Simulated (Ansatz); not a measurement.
Reaction (cleavage of the Si–Ge bond): `[CH3][Ge]([SiH3])([Cl])[Cl]` + `CCBS` → `CCBS[SiH3]` + `[CH3][GeH]([Cl])[Cl]`

Gas-phase electronic energies from Ansatz, PBE0-D4/def2-TZVP geometries. CBS: MP2 limit from def2 TZ/QZ plus the TZ coupled-cluster correction, frozen cores. This one scheme is used for every species. Functionals use def2-TZVPP. HSE06 is defined as in plane-wave codes. For Ge outer-core shells are correlated without core-valence functions, which leaves a few kJ/mol of doubt a bond. Scalar relativity is left out up to krypton. Each species was taken in one conformer, which may not be the lowest.

```
             level  ΔE (kJ/mol)  difference from CCSD(T)/CBS
            PBE-D4        -18.6                         10.3
         revPBE-D4        -20.9                          8.0
         r2SCAN-D4        -26.6                          2.3
        r2SCANh-D4        -27.7                          1.2
          HSE06-D4        -23.7                          5.2
           ωB97X-V        -28.8                          0.1
            revPBE        -20.3                          8.6
            r2SCAN        -27.1                          1.8
           r2SCANh        -28.3                          0.6
         CAM-B3LYP        -27.7                          1.2
RPA@PBE/def2-TZVPP        -25.3                          3.6
     CCSD/def2-SVP        -27.4                          1.5
  CCSD(T)/def2-SVP        -26.3                          2.6
   CCSD/def2-TZVPP        -28.1                          0.8
SCS-MP2/def2-QZVPP        -35.0                         -6.1
    CCSD/CBS(def2)        -29.7                         -0.8
       CCSD(T)/CBS        -28.9                            0
```

Largest T1 diagnostic among the species: 0.012.

Leaving LDA and LC-ωPBE aside and taking each functional with its dispersion term where it has one, the values, not all of them listed here, spread over 13.3 kJ/mol, from PBE-QIDH to BLYP-D4. In def2-TZVPP, CCSD(T) changes the Hartree–Fock value by +11.7 kJ/mol (the triples alone add +0.7 kJ/mol) and MP2 by +5.7 kJ/mol.
